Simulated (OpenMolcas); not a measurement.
## 3d along the 19-electron sequence

- Program: OpenMolcas
- Method: SS-CASPT2, IPEA 0.25 Eh, imaginary shift 0.1 Eh
- Basis: ANO-RCC-VTZP
- Scalar Hamiltonian: DKH2, point nucleus
- Spin-orbit coupling: state interaction with AMFI integrals over the reference wave functions, term energies averaged over their components

Active space for each ion: 1 electron in 5 orbitals (3d); closed shells correlated by CASPT2: 3s 3p.

Computed levels in cm-1 above ²D_3/2:

```
                               Level  V4+  Cr5+  Mn6+  Fe7+
                              ²D_5/2  612   923  1329  1808
weight of ²D in the lowest level (%)  100   100   100   100
```

Measured, with the error of the calculation in %. Measured levels: V4+ from Sugar and Corliss, J. Phys. Chem. Ref. Data 7, 1191 (1978); Cr5+ from Sugar and Corliss, J. Phys. Chem. Ref. Data 6, 317 (1977); Mn6+ from Corliss and Sugar, J. Phys. Chem. Ref. Data 6, 1253 (1977); Fe7+ from Corliss and Sugar, J. Phys. Chem. Ref. Data 11, 135 (1982).

| Level | V4+ | Cr5+ | Mn6+ | Fe7+ |
| --- | --- | --- | --- | --- |
| ²D_5/2 | 625 (-2.1) | 940 (-1.8) | 1350 (-1.6) | 1836 (-1.5) |

The fine-structure level ²D_5/2 changes by a factor of 2.95 from V4+ to Fe7+. Its fourth root runs 4.97, 5.51, 6.04, 6.52, with steps per unit of Z of 0.54, 0.53, 0.48; equal steps would mean a (Z - σ)^4 law with constant σ.

CASPT2 breaks the degeneracy within a term, and the mean is taken; among the terms shown or strongly mixed into the levels shown the widest spread is 19 cm-1 (3d ²D, Fe7+). With one active electron, CASPT2 adds the correlation within the correlated inactive shells and between them and that electron, and leaves the splitting within a term as the reference gives it. Measured partners are found by configuration, term and J. A level has none where our copy of the source lacks it or the pairing is in doubt (some pairs that miss far off the trend of their configuration count as doubtful), and it then counts in no deviation. Levels of configurations outside the active space are missing.
